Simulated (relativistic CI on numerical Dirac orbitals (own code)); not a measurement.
Pd⁹⁺: sensitivity of the levels to the model

Base calculation: Dirac-Coulomb-Breit CI, orbitals from a KLI potential per configuration, a model potential for QED, unscaled Slater integrals.

CI space (outside the closed core [Ar] 3d10): 4s²4p⁶4d, 4s²4p⁶4f, 4s²4p⁵4d², 4s²4p⁶5s, 4s²4p⁶5p, 4s4p⁶4d², 4s²4p⁵4d4f, 4s²4p⁶5d, 4s4p⁶4d4f, 4s²4p⁶6s, 4s²4p⁶6p, 4s²4p⁶5f, 4s²4p⁵4d5s, 4s²4p⁶5g, 4s²4p⁶6d, 4s²4p⁵4d5p, 4s²4p⁶7s, 4s²4p⁶6f, 4s²4p⁶7p, 4s²4p⁶8s, 4s²4p⁵4d5d, 4s4p⁶4d5s, 4p⁶4d³, 4p⁵4d⁴, 4p⁵4d³4f, 4s4p⁶5s², 4s4p⁵4f5s². Double excitations out of closed p, d and f shells are left out; levels of such configurations are missing from the list, as are those of other unlisted configurations, and high levels can miss mixing partners. These lack a partner that the ground configuration has and come out too high: 4s²4p⁵4d5s, 4s²4p⁵4d5p, 4s²4p⁵4d5d.

Variants: (1) configuration mixing switched off. Shifts of the energy above 4s²4p⁶4d ²D3/2, in cm⁻¹, for the lowest level and the first level of each name with at least 55 % of one term (blank where a level changes its place among those of its configuration and J or its character, or is not in the variant):

| Level | Base | Δ(1) |
| --- | --- | --- |
| 4s²4p⁶4d ²D3/2 | 0 | 0 |
| 4s²4p⁶4d ²D5/2 | 6514 | +6 |
| 4s²4p⁶5s ²S1/2 | 353355 | -2501 |
| 4s²4p⁵4d² ⁴D°1/2 | 406331 | -8554 |
| 4s²4p⁵4d² ⁴D°3/2 | 408276 | -8372 |
| 4s²4p⁵4d² ⁴D°5/2 | 411691 | -8085 |
| 4s²4p⁵4d² ⁴D°7/2 | 417159 | -7743 |
| 4s²4p⁵4d² ⁴G°11/2 | 426228 | -5882 |
| 4s²4p⁵4d² ⁴G°9/2 | 426514 | -6281 |
| 4s²4p⁵4d² ⁴G°7/2 | 428336 | -5998 |
| 4s²4p⁵4d² ⁴P°5/2 | 430694 |  |
| 4s²4p⁵4d² ⁴P°3/2 | 435599 | -7784 |
| 4s²4p⁵4d² ⁴P°1/2 | 442309 | -7740 |
| 4s²4p⁵4d² ²D°5/2 | 444644 |  |
| 4s²4p⁵4d² ⁴F°9/2 | 447161 | -7873 |
| 4s²4p⁶5p ²P°1/2 | 453273 | -3193 |
| 4s²4p⁵4d² ²H°11/2 | 454034 | -6123 |
| 4s²4p⁵4d² ²P°1/2 | 458543 | -9024 |
| 4s²4p⁶5p ²P°3/2 | 465634 | -3329 |
| 4s²4p⁵4d² ²H°9/2 | 471329 | -7005 |
| 4s²4p⁵4d² ²G°9/2 | 491806 | -7241 |
| 4s²4p⁵4d² ²S°1/2 | 507227 | -9150 |

At this charge energies of transitions that change n are usually good to better than 1 %, and those within a shell (Δn = 0) to a few per cent.

Ionisation energy from the two ground configurations alone: base 160.144 eV. The NIST ASD value (theoretical) is 159.9 eV.

LS names give the leading component of a level, which can be under half, so a name can repeat, a term be missing and a line seem to break the LS rules.
